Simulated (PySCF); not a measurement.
# Ionisation energy of Re⁴⁸⁺ by level of theory

Re⁴⁸⁺ [Ar] 3d9 (2D) → Re⁴⁹⁺ [Ar] 3d8 (3F), as a difference of total energies. All numbers are calculated (PySCF 2.14, the spin-free X2C one-electron Hamiltonian (Gaussian nucleus), in an uncontracted even-tempered set (18 s from 10 bohr⁻², ratio 2.5; 13 p from 14 bohr⁻², ratio 2.5; 7 d from 14 bohr⁻², ratio 2.5; 4 f from 58 bohr⁻², ratio 2.7; 3 g from 87 bohr⁻², ratio 2.7)). Correlated levels: outer shells: [Ne] frozen; virtual orbitals above 40 to 60 times the deepest correlated orbital energy dropped. The calculations carry no spin-orbit coupling.

```json
{"method": "UHF", "ionisation energy (eV)": "4364.7"}
{"method": "LDA", "ionisation energy (eV)": "4364.7"}
{"method": "PBE", "ionisation energy (eV)": "4363.4"}
{"method": "PBE0", "ionisation energy (eV)": "4364.3"}
{"method": "r2SCAN", "ionisation energy (eV)": "4363.1"}
{"method": "M06-2X", "ionisation energy (eV)": "4367.3"}
{"method": "TPSS", "ionisation energy (eV)": "4361.9"}
{"method": "MP2 (outer shells)", "ionisation energy (eV)": "4366.5"}
{"method": "SCS-MP2 (outer shells)", "ionisation energy (eV)": "4366.2"}
```

Spin-orbit coupling is strong in these open shells (close to jj coupling). The scalar numbers leave it out and a first-order estimate fails, so it can dominate the gap to the real levels.

Breit and QED terms and the two-electron picture change are absent.

For comparison: 4335 ± 4 eV (theoretical estimate listed by NIST; NIST Atomic Spectra Database, ionization energies).
